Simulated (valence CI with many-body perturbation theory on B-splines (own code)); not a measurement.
## Forbidden lines of Hf LXVI

Calculated by valence CI with perturbative core correlation (CI+MBPT): five valence electrons over a frozen Dirac-Fock core [He], radial functions for each j: 9 s, 9 p, 8 d, 6 f, 3 g, 1 h, with the one-electron correlation potential Σ1 (screened to all orders), the two-electron term Σ2, the three-electron term Σ3, Breit, model QED; selected single and double excitations, second order for the rest (own B-spline code, finite nucleus).

No measured spectrum was set against this ion. As an estimate, large intervals hold to a few tenths of a per cent, small ones and those within an open d or f shell to about a per cent. Among the levels kept, up to 1100 cm⁻¹ of a level comes from second order outside the variational space, and about a tenth of that is noise between levels of different J, which matters for small intervals.

Lines 1 to 50 of 55 in falling wavelength, among levels below 775.15 Ry, chosen from the decays that carry over 1 % of a level's rate. Wavelengths and rates use the calculated energies. Electric multipoles are in the length gauge, E1 and E2 with the static RPA response of the core. S is in atomic units (e²a₀⁴ for E2 and M2, e²a₀⁶ for E3), for M1 in squared Bohr magnetons. Weak lines are less certain than strong ones. Lines between different terms over intervals too small for the method are left out, as are lines whose strength nearly cancels. The highest levels of a list are the least certain.

Levels are named by their leading jj configuration (3d3/2^4 stands for four electrons in 3d with j = 3/2), which in mixed levels can hold well under half, so a name can repeat and another be missing. Letters in brackets count levels of one name in rising energy.

```csv
λ vac (Å),Upper,Lower,Type,A (s⁻¹),S (a.u.)
10.15,(2s^2 2p1/2 2p3/2^2) J=3/2,(2s^2 2p1/2^2 2p3/2) J=3/2,M1,1.71e+10,2.65e+00
10.13,(2s^2 2p3/2^3) J=3/2,(2s^2 2p1/2 2p3/2^2) J=1/2,M1,4.23e+09,6.52e-01
9.966,(2s^2 2p1/2 2p3/2^2) J=5/2,(2s^2 2p1/2^2 2p3/2) J=3/2,M1,2.84e+09,6.24e-01
9.966,(2s^2 2p1/2 2p3/2^2) J=5/2,(2s^2 2p1/2^2 2p3/2) J=3/2,E2,9.25e+07,4.87e-05
9.733,(2s^2 2p3/2^3) J=3/2,(2s^2 2p1/2 2p3/2^2) J=5/2,M1,4.73e+09,6.47e-01
9.579,(2s^2 2p1/2 2p3/2^2) J=1/2,(2s^2 2p1/2^2 2p3/2) J=3/2,M1,9.53e+09,6.21e-01
9.560,(2s^2 2p3/2^3) J=3/2,(2s^2 2p1/2 2p3/2^2) J=3/2,M1,1.89e+10,2.45e+00
1.480,(2s^2 2p1/2 2p3/2 3p1/2) J=3/2 [a],(2s^2 2p1/2 2p3/2^2) J=1/2,E2,2.34e+11,5.92e-06
1.477,(2s^2 2p1/2 2p3/2 3p1/2) J=5/2,(2s^2 2p1/2 2p3/2^2) J=1/2,E2,4.45e+11,1.68e-05
1.472,(2s^2 2p1/2 2p3/2 3p1/2) J=1/2,(2s^2 2p1/2 2p3/2^2) J=5/2,E2,4.83e+11,5.96e-06
1.471,(2s^2 2p1/2 2p3/2 3p1/2) J=3/2 [a],(2s^2 2p1/2 2p3/2^2) J=5/2,M1,2.35e+10,1.11e-02
1.470,(2s^2 2p1/2 2p3/2 3p1/2) J=3/2 [b],(2s^2 2p1/2 2p3/2^2) J=1/2,E2,2.08e+11,5.09e-06
1.470,(2s^2 2p1/2^2 3p1/2) J=1/2,(2s^2 2p1/2^2 2p3/2) J=3/2,E2,2.32e+12,2.85e-05
1.470,(2s^2 2p1/2^2 3p1/2) J=1/2,(2s^2 2p1/2^2 2p3/2) J=3/2,M1,3.95e+10,9.32e-03
1.469,(2s^2 2p1/2 2p3/2 3p1/2) J=5/2,(2s^2 2p1/2 2p3/2^2) J=5/2,E2,1.32e+12,4.82e-05
1.468,(2s^2 2p1/2 2p3/2 3p1/2) J=1/2,(2s^2 2p1/2 2p3/2^2) J=3/2,E2,7.24e+11,8.81e-06
1.468,(2s^2 2p1/2 2p3/2 3p1/2) J=1/2,(2s^2 2p1/2 2p3/2^2) J=3/2,M1,3.40e+10,7.98e-03
1.467,(2s^2 2p1/2 2p3/2 3p1/2) J=3/2 [a],(2s^2 2p1/2 2p3/2^2) J=3/2,E2,1.42e+12,3.44e-05
1.465,(2s^2 2p1/2 2p3/2 3p1/2) J=5/2,(2s^2 2p1/2 2p3/2^2) J=3/2,E2,3.28e+11,1.19e-05
1.462,(2s^2 2p1/2 2p3/2 3p1/2) J=3/2 [b],(2s^2 2p1/2 2p3/2^2) J=5/2,E2,1.30e+12,3.09e-05
1.458,(2s^2 2p1/2 2p3/2 3p1/2) J=3/2 [b],(2s^2 2p1/2 2p3/2^2) J=3/2,E2,9.17e+10,2.15e-06
1.417,(2s^2 2p1/2 2p3/2 3p3/2) J=3/2 [a],(2s^2 2p1/2 2p3/2^2) J=1/2,E2,5.44e+10,1.11e-06
1.413,(2s 2p1/2^2 2p3/2 3p3/2) J=7/2,(2s 2p1/2^2 2p3/2^2) J=5/2,E2,7.73e+11,3.11e-05
1.413,(2s^2 2p1/2 2p3/2 3p3/2) J=3/2 [b],(2s^2 2p1/2 2p3/2^2) J=1/2,E2,4.13e+11,8.29e-06
1.411,(2s^2 2p1/2 2p3/2 3p3/2) J=5/2 [b],(2s^2 2p1/2 2p3/2^2) J=1/2,E2,4.62e+11,1.39e-05
1.411,(2s 2p1/2^2 2p3/2 3p3/2) J=1/2 [b],(2s 2p1/2^2 2p3/2^2) J=3/2,E2,1.38e+12,1.38e-05
1.410,(2s^2 2p1/2 2p3/2 3p3/2) J=5/2 [a],(2s^2 2p1/2 2p3/2^2) J=5/2,E2,1.82e+11,5.45e-06
1.410,(2s^2 2p1/2 2p3/2 3p3/2) J=1/2 [a],(2s^2 2p1/2 2p3/2^2) J=5/2,E2,1.56e+11,1.55e-06
1.409,(2s^2 2p1/2 2p3/2 3p3/2) J=3/2 [a],(2s^2 2p1/2 2p3/2^2) J=5/2,E2,5.48e+11,1.09e-05
1.408,(2s^2 2p1/2 2p3/2 3p3/2) J=7/2,(2s^2 2p1/2 2p3/2^2) J=5/2,E2,8.15e+11,3.22e-05
1.407,(2s^2 2p1/2^2 3p3/2) J=3/2,(2s^2 2p1/2^2 2p3/2) J=3/2,E2,1.16e+12,2.29e-05
1.407,(2s^2 2p1/2 2p3/2 3p3/2) J=5/2 [a],(2s^2 2p1/2 2p3/2^2) J=3/2,E2,7.01e+11,2.07e-05
1.406,(2s^2 2p1/2 2p3/2 3p3/2) J=1/2 [a],(2s^2 2p1/2 2p3/2^2) J=3/2,E2,8.02e+11,7.87e-06
1.405,(2s^2 2p1/2 2p3/2 3p3/2) J=3/2 [a],(2s^2 2p1/2 2p3/2^2) J=3/2,E2,2.57e+11,5.04e-06
1.405,(2s^2 2p1/2 2p3/2 3p3/2) J=3/2 [b],(2s^2 2p1/2 2p3/2^2) J=5/2,E2,8.60e+10,1.68e-06
1.404,(2s^2 2p1/2 2p3/2 3p3/2) J=7/2,(2s^2 2p1/2 2p3/2^2) J=3/2,E2,9.28e+10,3.62e-06
1.400,(2s^2 2p1/2 2p3/2 3p3/2) J=1/2 [b],(2s^2 2p1/2 2p3/2^2) J=5/2,E2,1.61e+12,1.55e-05
1.396,(2s^2 2p1/2 2p3/2 3p3/2) J=1/2 [b],(2s^2 2p1/2 2p3/2^2) J=3/2,E2,7.06e+11,6.69e-06
1.395,(2s 2p1/2^2 2p3/2 3p3/2) J=1/2 [b],(2s 2p1/2^2 2p3/2^2) J=5/2,E2,4.23e+11,3.99e-06
1.384,(2s 2p1/2^2 2p3/2 3d5/2) J=9/2,(2s 2p1/2^2 2p3/2^2) J=5/2,M2,5.88e+10,2.66e-06
1.384,(2s 2p1/2^2 2p3/2 3d5/2) J=9/2,(2s 2p1/2^2 2p3/2^2) J=5/2,E3,3.60e+09,1.11e-06
1.378,(2s^2 2p1/2 2p3/2 3d5/2) J=9/2,(2s^2 2p1/2 2p3/2^2) J=5/2,M2,5.84e+10,2.59e-06
1.378,(2s^2 2p1/2 2p3/2 3d5/2) J=9/2,(2s^2 2p1/2 2p3/2^2) J=5/2,E3,3.75e+09,1.12e-06
1.337,(2s 2p1/2^2 2p3/2 3d5/2) J=9/2,(2s^2 2p1/2 2p3/2^2) J=5/2,E2,1.82e+09,6.95e-08
1.235,(2s^2 2p1/2 2p3/2 3p3/2) J=5/2 [a],(2s^2 2p1/2^2 2p3/2) J=3/2,E2,2.86e+11,4.41e-06
1.235,(2s^2 2p1/2 2p3/2 3p3/2) J=1/2 [a],(2s^2 2p1/2^2 2p3/2) J=3/2,E2,5.80e+11,2.97e-06
1.234,(2s^2 2p1/2 2p3/2 3p3/2) J=3/2 [a],(2s^2 2p1/2^2 2p3/2) J=3/2,E2,1.07e+12,1.09e-05
1.234,(2s^2 2p1/2 2p3/2 3p3/2) J=7/2,(2s^2 2p1/2^2 2p3/2) J=3/2,E2,1.14e+12,2.33e-05
1.230,(2s^2 2p1/2 2p3/2 3p3/2) J=5/2 [b],(2s^2 2p1/2^2 2p3/2) J=3/2,E2,8.56e+11,1.29e-05
1.227,(2s^2 2p1/2 2p3/2 3p3/2) J=1/2 [b],(2s^2 2p1/2^2 2p3/2) J=3/2,E2,5.11e+11,2.54e-06
```
